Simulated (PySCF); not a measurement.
# Structure from 2D NMR

Compound of formula C6H6ClF. Correlations simulated from computed shifts and the bond graph:

HSQC (one-bond C–H):
```csv
δH,δC
6.47,146.4
5.14,101.9
2.11,25.8
1.95,25.2
1.08,24.8
-0.06,24.8
```

COSY cross peaks (H two or three bonds apart, from the bond graph; peaks can be absent where the dihedral angle is near 90°):
```csv
δH,δH
6.47,1.95
5.14,2.11
2.11,1.95
2.11,1.08
2.11,-0.06
1.95,1.08
1.95,-0.06
1.08,-0.06
```

HMBC (two and three bonds, from the bond graph):
```csv
δH,δC
6.47,"144.3, 101.9, 25.8, 25.2, 24.8"
5.14,"146.4, 144.3, 25.8, 25.2, 24.8"
2.11,"146.4, 144.3, 101.9, 25.2, 24.8"
1.95,"146.4, 144.3, 101.9, 25.8, 24.8"
1.08,"146.4, 101.9, 25.8, 25.2"
-0.06,"146.4, 101.9, 25.8, 25.2"
```

Carbons without hydrogens: δ 144.3.

PySCF 2.14 calculation with NMR shieldings at PBE0/pcSseg-1/GIAO and geometry from GFN2-xTB; one conformer, no solvent model, relativity neglected.

References, each an isolated molecule treated in the same way: 1H (σ = 31.72 ppm), 13C (σ = 186.93 ppm) against TMS.

Exchangeable hydrogens are left out of these lists.

Assemble the structure.

Results:

`[C@H]12[C@H](F)C(Cl)=C[C@H]1C2`.

Mapped SMILES: `[F:1][C@@H:2]1[C:3]([Cl:4])=[CH:5][C@H:6]2[CH2:7][C@@H:8]12` (H(Xn): hydrogen on atom n). Ha(C7) is cis to C2 on the ring; Hb(C7) is trans to C2 on the ring.

- δC 146.4 is C5, an alkene CH (δH 6.47).
- δC 144.3 is C3, a fully substituted alkene carbon.
- δC 101.9 is C2, an allylic sp3 CH bonded to F (δH 5.14).
- δC 25.8 is C8, a three-membered-ring carbon (δH 2.11).
- δC 25.2 is C6, a three-membered-ring carbon (δH 1.95).
- δC 24.8 is C7, a three-membered-ring carbon (δH 1.08, -0.06).
- HMBC from δH 6.47 reaches the proton-free carbon C3.
- HMBC from δH 5.14 reaches the proton-free carbon C3.
- HMBC from δH 2.11 reaches the proton-free carbon C3.
- HMBC from δH 1.95 reaches the proton-free carbon C3.
- COSY links 6.47–1.95, 5.14–2.11, 2.11–1.95, 2.11–1.08, 2.11–-0.06, 1.95–1.08.

The data come from this structure; uniqueness wasn't tested.

Carbons that carry Cl, above all several Cl atoms, come out too deshielded, partly because spin–orbit coupling is missing. Shifts are as computed. Against solution values, carbons near 30 ppm lie about +3 ppm off and those near 130 ppm about +5 ppm; carbons on Cl a further +6 ppm. Of 1211 compounds with measured shifts, 218 miss one by over three times the rms of a fit or turn the order of signals round; such compounds aren't used in these exercises.
